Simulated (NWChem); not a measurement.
# Atomisation of hydrogen iodide (HI)

SMILES: I
```xyz
2

I      0.0000     0.0000     0.0302
H      0.0000     0.0000    -1.6026
```
Charge 0, spin multiplicity 1.

Program: NWChem. All single points use one geometry, from PBE/def2-SVP with def2 effective core potentials on I, a minimum by its harmonic frequencies.

Basis set: def2-TZVP. The atomisation energy is electronic alone: no zero-point, thermal, spin-orbit or counterpoise terms. No value is extrapolated to the basis-set limit. Free atoms are single determinants with multiplicities I 2, H 2. Correlated methods freeze the same cores in atoms and molecule, 4 orbitals in all.

Effective core potentials replace the inner electrons of I; spin-orbit coupling is left out. The correlated methods keep 4 core orbitals frozen. B3LYP has NWChem's definition, with VWN1-RPA local correlation. No SCF solution was tested for a lower state. Open-shell Hartree-Fock references start from PBE0 orbitals. Coupled-cluster values serve here as a point of comparison, not as the truth.

Order these methods by the atomisation energy they give, lowest first: B3LYP, CCSD(T), PBE0, HF.

HF (52.2 kcal/mol), CCSD(T) (75.7 kcal/mol), PBE0 (77.3 kcal/mol), B3LYP (78.2 kcal/mol)
